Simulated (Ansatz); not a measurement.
Breaking the Be1–H2 bond in BeClH (SMILES [BeH][Cl]) (multiplicity 1 held, fragments rigid). Energies count from the point at 1.323 Å.
Geometry at that point (charge 0, multiplicity 1):
```
atom   x (Å)   y (Å)    z (Å)
----  ------  ------  -------
Be    0.0000  0.0000  -1.3353
H     0.0000  0.0000  -2.6579
Cl    0.0000  0.0000   0.4705
```

Restricted levels (R-, RO-) in cc, def2 and unpolarised 6-31G sets keep to the state of the molecule at rest. U- levels take the lowest unrestricted solution at each point, which mixes spins at long bonds. Active spaces are followed from a long bond inwards. Curves can end on different states.

Frozen-core correlation.

Codes used: Ansatz (Gaussian basis) for Hartree–Fock, density functionals and correlated methods. Values without a source in brackets are computed.

Energies in kcal/mol.

```csv
R (Å),U-PBE/aug-cc-pV(T+d)Z,R-r2SCAN/aug-cc-pV(T+d)Z,R-SCS-MP2/aug-cc-pV(T+d)Z,U-CCSD/aug-cc-pV(T+d)Z,"CASSCF(2,2)/aug-cc-pV(T+d)Z","FIC-MRCISD+Q on CASSCF(2,2)/aug-cc-pV(T+d)Z"
1.058,19.8,19.4,19.3,19.4,21.0,19.4
1.190,4.3,4.0,3.9,4.0,4.9,4.0
1.323,0.0,0.0,0.0,0.0,0.0,0.0
1.455,2.2,2.5,2.8,2.6,1.6,2.6
1.587,8.1,8.8,9.3,8.8,6.8,8.8
1.786,20.3,21.6,22.6,21.5,18.0,21.4
1.984,33.7,35.7,37.2,35.3,30.2,35.1
2.315,55.1,58.2,60.7,56.6,48.9,56.0
2.645,72.9,77.3,80.5,73.3,63.0,72.0
3.042,84.1,95.3,98.9,86.1,73.5,84.2
3.571,89.1,111.7,114.5,92.9,79.5,91.5
4.233,90.4,123.6,122.2,94.5,81.5,94.0
```

Doubts at one or more of the structures used: a spin-contaminated determinant (U-PBE/aug-cc-pV(T+d)Z, U-CCSD/aug-cc-pV(T+d)Z); a restricted determinant that unrestricted orbitals would lower (R-r2SCAN/aug-cc-pV(T+d)Z, R-SCS-MP2/aug-cc-pV(T+d)Z); T1 above 0.05 (U-CCSD/aug-cc-pV(T+d)Z).

Ansatz is a program for electronic structure.
